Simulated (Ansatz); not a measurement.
Input file for Ansatz (a first-principles code): R-r2SCAN/def2-TZVPP on CH4BI (SMILES CBI), a point of a torsion scan. Elements past Kr take the def2 small-core potentials; no spin–orbit coupling.

Ansatz 0.2 input:
```yaml
crystal:
  periodic: [false, false, false]
  atoms:
    - {symbol: C, position_ang: [-0.74188045, -0.17890168, 0.02203592]}
    - {symbol: B, position_ang: [0.64588542, 0.36402887, 0.49520449]}
    - {symbol: I, position_ang: [0.77719029, 2.17777784, 1.54499783]}
    - {symbol: H, position_ang: [-1.03092776, 0.34481899, -0.89349624]}
    - {symbol: H, position_ang: [-1.54859034, 0.00622890, 0.73098093]}
    - {symbol: H, position_ang: [-0.73606788, -1.23992528, -0.21897304]}
    - {symbol: H, position_ang: [1.64616266, -0.19152993, 0.25218172]}
basis:
  gaussian:
    orbitals: def2-TZVPP
hamiltonian:
  xc: {name: r2SCAN}
scf: {lower_state_search: off}
```

It printed:

```
WARN ansatz: RAYON_NUM_THREADS=1 ignored (pool sized by the plan → 1); use --threads N
Functional definition: r2SCAN
these checks for a lower state are left out or cut short: stability, starts, cluster_reference, orbital_swaps, neighbouring_geometries, increment
integrals: 0.07 GiB planned
952 factors; their error is unknown
mean field: 0.57 GiB planned
mean field evaluation 1: about -9872.3757 eV, gradient 6.4e1 eV
mean field evaluation 2: about -9856.5572 eV, gradient 9.5e1 eV
mean field evaluation 4: about -9882.7108 eV, gradient 7.6e0 eV
mean field evaluation 8: about -9882.8091 eV, gradient 1.3e-1 eV
mean field evaluation 16: about -9882.7884 eV, gradient 2.4e-4 eV
mean field -9882.78843589 eV, -363.1857762244 hartree, gradient 5.6e-6 eV, S^2 0.000000; 0 other end points of the search recorded, 0 dependent functions left out
reference -9882.78844663 eV, -363.1857766189 hartree; 20, 20 occupied and 148, 148 virtual orbitals, 952 factors
Total energy: -9882.78844663 eV, -363.1857766189 hartree
Checks for a lower state left out: stability, starts, cluster_reference, orbital_swaps, neighbouring_geometries, increment
```

The run converged.

Cost: roughly 2.0 core-seconds.
